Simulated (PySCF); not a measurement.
WF₂ + HCl → WHCl + F₂

Level: PBE0 in the def2-TZVP basis family, computed in PySCF with density fitting; scalar-relativistic core potentials for atoms from Rb on, none lighter, no spin–orbit coupling; open shells unrestricted.

```tsv
species	state and structure	E (Eh)	ZPE (kJ/mol)	H(298 K) − H(0) (kJ/mol)	S° (J/(mol K))
WF₂	quintet, C2v, W–F 1.882 Å (×2); F–W–F 140.9°	-266.67975	8.6	12.4	299.2
HCl	singlet, C∞v, H–Cl 1.279 Å	-460.66440	17.9	8.7	186.6
WHCl	quintet, Cs, W–Cl 2.262 Å, W–H 1.718 Å; Cl–W–H 120.4°	-527.68984	16.7	11.5	290.6
F₂	singlet, D∞h, F–F 1.376 Å	-199.40856	6.6	8.7	201.9
```

(1) What is the electronic reaction energy?

(2) Add zero-point, thermal and entropy terms for 298.15 K and 1 bar.

Results:

(1) At PBE0/def2-TZVP, ΔE = 645.2 kJ/mol from the differences of the total energies times 2625.5, uphill. 

(2) ΔZPE = -3.2 and Δ[H(298) − H(0)] = -0.9 kJ/mol give ΔH° = 641.1 kJ/mol. ΔS° = 6.7 J/(mol K), so ΔG° = 641.1 − 298.15 × (0.0067) = 639 kJ/mol.

Spin–orbit coupling can matter for WF₂, WHCl and is left out. Open d or f shells are single determinants, so the state found may not be the ground state. The structures come from searches over a few start shapes, so lower isomers are not excluded.
